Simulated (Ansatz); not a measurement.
A nudged elastic band was laid between two geometries of C2H7BFGa (12 atoms, charge 0, multiplicity 1).

These are results of RKS BHLYP-D4/def2-SVP in Ansatz 0.2.0, not measurements.

| Quantity | Value |
| --- | --- |
| movable images | 5 |
| climbing image | yes |
| spring | 5.0 eV/Å² |
| optimiser | quadratic models (default) |
| start path | through a guess of the saddle point |
| force threshold | 0.03 eV/Å |
| iteration limit | 60 |
| end points | relaxed |

First end point:

```xyz
12
Properties=species:S:1:pos:R:3
B -2.506 -0.239 0.255
Ga -0.521 -0.748 0.622
C 0.953 0.631 0.506
C 1.513 0.268 -0.841
F 0.622 -0.672 -1.434
H -3.227 0.187 1.117
H -3.001 -0.342 -0.834
H -0.066 -2.158 1.149
H 0.569 1.653 0.533
H 1.690 0.515 1.303
H 1.574 1.093 -1.553
H 2.476 -0.241 -0.791
```

Last end point:

```xyz
12
Properties=species:S:1:pos:R:3
B -2.463 -0.923 0.656
Ga -0.527 -0.244 0.457
C 1.344 0.512 0.440
C 1.660 0.588 -1.029
F 0.529 0.117 -1.730
H -3.091 0.055 0.296
H -2.526 -1.874 -0.094
H -2.555 -1.179 1.839
H 1.355 1.489 0.932
H 2.023 -0.146 0.991
H 1.837 1.602 -1.391
H 2.490 -0.051 -1.334
```

(1) What changes between the two ends?

(2) What energy profile does the band end with?

(3) What is the geometry of the highest image?

Answers

(1) Bonds broken: Ga2–H8. Bonds formed: B1–H8.

(2) The forces met the threshold. The highest image is number 3 of 0 to 6, 258.3 kJ/mol above the first end and 303.9 kJ/mol above the last; the last end lies 45.6 kJ/mol below the first. Neighbouring images differ by up to 2.7 eV, so the band resolves the path poorly. A vibrational analysis at the climbing image gives one clearly imaginary mode, 916i cm⁻¹: a first-order saddle point. The orbitals stay closed-shell, which can raise the energy where a bond breaks towards radicals; this wasn't checked here.

```tsv
image	path coordinate (Å)	energy (kJ/mol)	Ga2–H8 (Å)	B1–H8 (Å)
0	0.00	0.0	1.57	3.23
1	3.03	6.6	1.57	3.23
2	6.05	8.5	1.57	3.29
3	9.08	258.3	1.55	2.09
4	11.67	-5.8	2.16	1.23
5	14.26	-25.9	2.76	1.19
6	16.85	-45.6	2.63	1.21
```

(3) 
```xyz
12
Properties=species:S:1:pos:R:3
B -1.357 -0.791 -0.273
Ga -0.588 -0.177 1.632
C 1.098 0.282 0.629
C 0.860 0.632 -0.809
F -0.057 -0.289 -1.398
H -1.735 0.358 0.084
H -2.063 -1.404 -1.013
H -1.570 -1.379 1.724
H 1.597 1.127 1.107
H 1.754 -0.588 0.723
H 0.395 1.612 -0.929
H 1.744 0.559 -1.443
```

The run took 14 min on 2 threads of AMD EPYC 7R13 Processor (Zen 3), on a shared host, peak memory 0.35 GiB.
